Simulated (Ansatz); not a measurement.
Program: Ansatz. Geometries: PBE0-D4/def2-TZVP. ΔE: electronic, gas phase. CBS: MP2 limit from def2 TZ/QZ plus the TZ coupled-cluster correction, frozen cores. This one scheme is used for every species. Functionals use def2-TZVPP. Elements past krypton have def2 core potentials. For Te outer-core shells are correlated without core-valence functions, which leaves a few kJ/mol of doubt a bond. Each species was taken in one conformer, which may not be the lowest.

Consider the ligand exchange at the Si–S bond: `CS[SiH2]S` + H₂Te → `S[SiH2][TeH]` + CH₃SH.

| level | ΔE (kJ/mol) |
| --- | --- |
| PBE0-D4 | 4.7 |
| B2PLYP | 5.2 |

(1) What does CCSD(T)/CBS give? (Estimate.)

Largest T1 diagnostic among the species: 0.011.

Results:

(1) Ansatz gave: +3.2 kJ/mol. The listed levels differ from it by 1.5, 2.0 kJ/mol.

Leaving LDA and LC-ωPBE aside and taking each functional with its dispersion term where it has one, the values, not all of them listed here, spread over 10.5 kJ/mol, from PBE-QIDH to B97M-V. LDA lies +5.8 kJ/mol from PBE without D4. At CCSD(T), def2-SVP lies +5.2 kJ/mol from the extrapolated value and def2-TZVPP +4.4 kJ/mol.
